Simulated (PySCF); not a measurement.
Compound: C7H11O (doublet state).
Numbering: `[CH3:1][C:2]1=[CH:3][CH2:4][CH2:5][CH2:6][C:7]1[OH:8]` (hydrogens: H9, H10, H11 on C1; H12 on C3; H13, H14 on C4; H15, H16 on C5; H17, H18 on C6; H19 on O8)

Structure used (GFN2-xTB), in Å, numbered top down from 1:
```xyz
19
C7H11O angstrom
C      2.3213   -0.3795    0.8024
C      0.8736   -0.2274    0.4295
C     -0.0592   -1.1687    0.7954
C     -1.4958   -1.0554    0.4062
C     -1.6454   -0.2229   -0.8653
C     -0.9341    1.1180   -0.6917
C      0.4901    0.8920   -0.2964
O      1.4326    1.8266   -0.6391
H      2.4754   -1.2855    1.3818
H      2.6504    0.4786    1.3858
H      2.9367   -0.4211   -0.0947
H      0.2377   -2.0161    1.3911
H     -1.9215   -2.0505    0.2546
H     -2.0665   -0.5823    1.2164
H     -1.1895   -0.7615   -1.6985
H     -2.7002   -0.0632   -1.0963
H     -1.4515    1.7019    0.0819
H     -0.9816    1.6944   -1.6228
H      1.0178    2.5319   -1.1479
```

The hyperfine couplings belong to this conformer and change with its torsions.

The calculation used UKS B3LYP, pcH-1 on C H O, non-relativistic, mean-field spin-orbit, GIAO in PySCF 2.14.0. The structure is a single GFN2-xTB conformer in the gas phase; no vibrational or solvent corrections. A GFN2-xTB geometry isn't a minimum of the functional, and hyperfine couplings can be far from their values at a DFT geometry. Stability of the SCF solution: not tested. ⟨S²⟩ is 0.773 where a pure state has 0.75.

Question: Predict the first-order ENDOR lines of C7, C3, C2, C6, C4, H13/H14, H17/H18, H12, H9/H10/H11 and H19 under fast tumbling at B = 1206.1 mT (Q band).

Answer: For S = 1/2 in fast tumbling each set of equivalent nuclei gives two lines, ν± = |νn ± a/2| to first order, with νn = g_N μN B/h and μN/h = 7.62259 MHz/T.

```json
{"nuclei": "C7", "isotope": "13C", "g_N": "1.4048", "νn (MHz)": "12.92", "a_iso (MHz)": "57.29", "lower line (MHz)": "15.73", "upper line (MHz)": "41.56"}
{"nuclei": "C3", "isotope": "13C", "g_N": "1.4048", "νn (MHz)": "12.92", "a_iso (MHz)": "51.42", "lower line (MHz)": "12.79", "upper line (MHz)": "38.63"}
{"nuclei": "C2", "isotope": "13C", "g_N": "1.4048", "νn (MHz)": "12.92", "a_iso (MHz)": "-45.36", "lower line (MHz)": "9.76", "upper line (MHz)": "35.59"}
{"nuclei": "C6", "isotope": "13C", "g_N": "1.4048", "νn (MHz)": "12.92", "a_iso (MHz)": "-20.31", "lower line (MHz)": "2.76", "upper line (MHz)": "23.07"}
{"nuclei": "C4", "isotope": "13C", "g_N": "1.4048", "νn (MHz)": "12.92", "a_iso (MHz)": "-19.29", "lower line (MHz)": "3.27", "upper line (MHz)": "22.56"}
{"nuclei": "H13/H14", "isotope": "1H", "g_N": "5.5857", "νn (MHz)": "51.35", "a_iso (MHz)": "46.95", "lower line (MHz)": "27.88", "upper line (MHz)": "74.83"}
{"nuclei": "H17/H18", "isotope": "1H", "g_N": "5.5857", "νn (MHz)": "51.35", "a_iso (MHz)": "43.20", "lower line (MHz)": "29.75", "upper line (MHz)": "72.95"}
{"nuclei": "H12", "isotope": "1H", "g_N": "5.5857", "νn (MHz)": "51.35", "a_iso (MHz)": "-39.39", "lower line (MHz)": "31.66", "upper line (MHz)": "71.05"}
{"nuclei": "H9/H10/H11", "isotope": "1H", "g_N": "5.5857", "νn (MHz)": "51.35", "a_iso (MHz)": "-10.68", "lower line (MHz)": "46.01", "upper line (MHz)": "56.69"}
{"nuclei": "H19", "isotope": "1H", "g_N": "5.5857", "νn (MHz)": "51.35", "a_iso (MHz)": "-8.09", "lower line (MHz)": "47.31", "upper line (MHz)": "55.40"}
```

The rows for 13C, of low natural abundance, apply to labelled samples.

Question: Which pairs are centred on the nuclear Larmor frequency, and which on half the coupling?

Answer: Centred on νn, since |a| < 2νn: C6, C4, H13/H14, H17/H18, H12, H9/H10/H11 and H19. Centred on |a|/2 and split by 2νn: C7, C3 and C2.

Question: At what field would the lower line of C7 fall to zero frequency?

Answer: Where νn = |a|/2, that is B = 28.64 MHz/(1.4048 × 7.62259 MHz/T) = 2670 mT, as far as first order holds there.

Couplings of abundant isotopes left out: H15/H16 (-2.6 MHz).

Nuclei that the bonding pattern makes equivalent are averaged, as if the motion that swaps them (rotation, inversion, ring flip) were fast. The three 1H nuclei of mean -10.7 MHz run from -15.2 to -2.0 MHz in the frozen geometry. The 1H value of +47.0 MHz is a mean of couplings from 20.3 to 73.6 MHz in this one geometry, not an average over conformers. The 1H value of +43.2 MHz is a mean of couplings from 17.0 to 69.4 MHz in this one geometry, not an average over conformers.

Largest spin populations (Mulliken): C3 (+0.62), C7 (+0.56), C2 (-0.23) and O8 (+0.08). The angles at C3 add up to 360.0°, so it is planar.
